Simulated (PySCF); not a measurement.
Working out the ionisation energy of Ti

Ti [Ar] 3d2 4s2 (3F) → Ti⁺ [Ar] 3d2 4s1 (4F). Computed with PySCF 2.14 in x2c-SVPall (5s3p3d1f, 36 functions), with the spin-free X2C one-electron Hamiltonian (Gaussian nucleus). Frozen: [Ar]. Energies in hartree (1 hartree = 27.21139 eV):

| part | Ti (lower) | Ti⁺ (upper) |
| --- | --- | --- |
| UHF | -852.608075 | -852.403363 |
| MP2 opposite-spin | -0.023764 | 0.000000 |
| MP2 same-spin | -0.006017 | -0.005801 |

Task: What does Hartree-Fock give?

Result: (-852.403363) − (-852.608075) = 0.204712 hartree = 5.570 eV.

Task: What do MP2 and SCS-MP2 (6/5 opposite-spin, 1/3 same-spin) give?

Result: The opposite-spin parts differ by 0.647 eV and the same-spin parts by 0.006 eV. MP2: 5.570 + (0.647) + (0.006) = 6.223 eV. SCS-MP2: 5.570 + 1.2 × (0.647) + (0.006)/3 = 6.348 eV.

Measured between the centres of the two terms (NIST): 6.828 eV, so MP2 (valence) is off by -0.605 eV.

A double-zeta basis recovers only part of the correlation energy.

What remains against the reference includes basis incompleteness, the frozen core and correlation beyond second order.
